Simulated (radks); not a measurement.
Q: Cd I, configuration [Kr] 4d10 5s0.5 5p1.5 (fractional occupations, a model configuration). Calculated with a radial shooting solver on a logarithmic mesh with Libxc functionals: Dirac Kohn-Sham, PBE, spin-unpolarised, spherical densities, point nucleus; open shells fill j = l - 1/2 first. Some entries of the table are withheld. Estimate them.

orbital,occ.,eigenvalue (hartree),r(max) (bohr),<r> (bohr)
1s1/2,2,-974.3049,0.01967,0.03040
2s1/2,2,-144.6862,0.1113,0.1313
2p1/2,2,-134.6972,0.08597,(1)
2p3/2,4,-127.6242,0.09031,(2)
3s1/2,2,-27.04524,0.3240,0.3580
3p1/2,2,-23.04308,0.3105,0.3494
3p3/2,4,-21.77996,0.3205,0.3604
3d3/2,4,(3),0.2642,0.3327
3d5/2,6,(4),0.2670,0.3362
4s1/2,2,-3.98660,0.7958,0.8793
4p1/2,2,-2.70436,0.8290,0.9392
4p3/2,4,-2.49048,0.8539,0.9702
4d3/2,4,(5),0.9747,1.265
4d5/2,6,(6),0.9854,1.284
5s1/2,0.5,-0.26861,2.278,2.787
5p1/2,1.5,-0.09188,3.018,3.935
5p3/2,0,-0.08345,3.167,4.121

A: 
(1) 2p1/2 <r> (bohr): 0.1112
(2) 2p3/2 <r> (bohr): 0.1164
(3) 3d3/2 eigenvalue (hartree): -14.69997
(4) 3d5/2 eigenvalue (hartree): -14.44332
(5) 4d3/2 eigenvalue (hartree): -0.54061
(6) 4d5/2 eigenvalue (hartree): -0.51474
